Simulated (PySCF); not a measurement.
# Be²⁺ (beryllium, charge +2): Hartree-Fock from Schrödinger to Dirac-Coulomb-Breit

Occupied: 1s1/2. Hartree-Fock calculated with PySCF 2.14 in an even-tempered Gaussian basis (20 s from 0.033 bohr⁻², ratio 2.3; 12 p from 0.04 bohr⁻², ratio 2.3), Gaussian nucleus throughout. NR is non-relativistic, sf-X2C the spin-free one-electron X2C Hamiltonian, X2C adds the bare one-electron spin-orbit term, X2C-SNSO screens it by Boettger's factors, DC is four-component Dirac-Coulomb, and the Gaunt and Breit terms are added at first order (total energies over the DC spinors, levels after relaxing the spinors in that mean field). QED terms are absent. Levels marked empty are virtual spinors of this ion.

| level (eV) | NR | sf-X2C | X2C | X2C-SNSO |
| --- | --- | --- | --- | --- |
| 1s1/2 | -154.21 | -154.23 | -154.23 | -154.23 |
| 2s1/2 (empty) | -18.124 | -18.127 | -18.127 | -18.127 |
| 2p1/2 (empty) | -14.134 | -14.134 | -14.135 | -14.135 |
| 2p3/2 (empty) | -14.134 | -14.134 | -14.133 | -14.134 |
| 3s1/2 (empty) | -7.236 | -7.237 | -7.237 | -7.237 |

**Question.** Where do the four-component calculations put these levels?

**Answer.** 1s1/2: DC -154.24, DC+Gaunt -154.22, DC+Breit -154.22; 2s1/2 (empty): DC -18.128, DC+Gaunt -18.127, DC+Breit -18.127; 2p1/2 (empty): DC -14.135, DC+Gaunt -14.134, DC+Breit -14.134; 2p3/2 (empty): DC -14.134, DC+Gaunt -14.133, DC+Breit -14.133; 3s1/2 (empty): DC -7.237, DC+Gaunt -7.237, DC+Breit -7.237 (eV).

| Hamiltonian | E (hartree) | E − E(DC) (hartree) | CPU seconds |
| --- | --- | --- | --- |
| NR | -13.6113 | 0.0027 | 0.4 |
| sf-X2C | -13.6137 | 0.0003 | 0.16 |
| X2C | -13.6137 | 0.0003 | 0.16 |
| X2C-SNSO | -13.6137 | 0.0003 | 0.16 |
| DC | -13.6140 | 0.0000 | 1.8 |
| DC+Gaunt | -13.6133 | 0.0007 | 3.6 |
| DC+Breit | -13.6133 | 0.0007 | 38 |

Weight of the small component: 1s1/2 0.000181, 2s1/2 1.85e-05, 2p1/2 1.53e-05, 2p3/2 1.53e-05, 3s1/2 7.60e-06.

Koopmans' value for the highest occupied level at DC+Breit: 154.22 eV, against an ionisation energy of 153.90 eV (theoretical estimate listed by NIST; NIST Atomic Spectra Database, ionization energies); the former lacks relaxation, correlation, QED and recoil.

Measured binding energies of an electron added to this ion (NIST): 2s1/2 18.211 eV, 2p1/2 14.252 eV, 2p3/2 14.252 eV, 3s1/2 7.272 eV; the virtual levels lack core polarisation.

The whole ladder took 45 s of wall time on 1 thread of Neoverse-V1 (shared host), launched as `OMP_NUM_THREADS=1 python relrun2.py TASK.json OUT` (a driver that calls PySCF for each Hamiltonian).
